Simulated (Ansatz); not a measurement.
BH6NOSi2 at its PBE0-D4/def2-TZVP geometry, where that method's forces vanish. Total charge 0; spin multiplicity 1. The bonds changed during the relaxation, so this is another structure than the one it started from.

```xyz
11

B    -0.8229   -1.2174    0.4493
Si   -0.2966    0.6392    0.7962
O    -0.5009    1.8828    1.8199
N     0.7156    0.8457   -0.5191
Si    0.4370   -0.8401   -1.1105
H    -1.9909   -1.3219    0.1732
H    -0.4187   -1.9804    1.2893
H    -0.0523    2.7203    1.6766
H     1.2876    1.5826   -0.8995
H     1.7509   -1.5398   -1.1800
H    -0.1088   -0.7711   -2.4954
```

(1) What forces (eV/Å) does r2SCAN-D4/def2-TZVPP give on these atoms in Ansatz? (Best estimate.)

## Answers

(1) The calculation gave: 
```
B1   0.002  0.018  0.009
Si2 -0.031 -0.150 -0.044
O3  -0.048  0.060  0.103
N4   0.057  0.022 -0.068
Si5 -0.017 -0.019  0.012
H6   0.025 -0.018  0.022
H7  -0.032  0.007 -0.019
H8   0.019  0.030 -0.010
H9   0.035  0.045 -0.023
H10 -0.016  0.007  0.001
H11  0.006 -0.002  0.016
```
